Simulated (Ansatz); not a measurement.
Input for Ansatz (a program for electronic structure): U-PBE0/def2-TZVPP on BeC-, 2S+1 = 2, a spin state set in the input, which need not be the lowest, a point of a bond scan (R = 1.696 Å). Charge -1.

Ansatz 0.2 input:
```yaml
crystal:
  periodic: [false, false, false]
  atoms:
    - {symbol: Be, position_ang: [0.00000000, 0.00000000, 0.00000000]}
    - {symbol: C, position_ang: [0.00000000, 0.00000000, 1.69635500]}
basis:
  gaussian:
    orbitals: def2-TZVPP
    pivot_positions_ang: [[0.00000000, 0.00000000, 0.00000000], [0.00000000, 0.00000000, 1.69635500]]
hamiltonian:
  xc: {name: PBE0}
total_charge: -1
magnetization: {spin_polarized: true, initial_magnetization: 1}
output: {forces: true, orbitals: {seedname: ./end}}
```

Problem. Predict the final total energy.

Solution. -52.5731 hartree. Its determinant has ⟨S²⟩ = 1.77, a mixture of spin states.
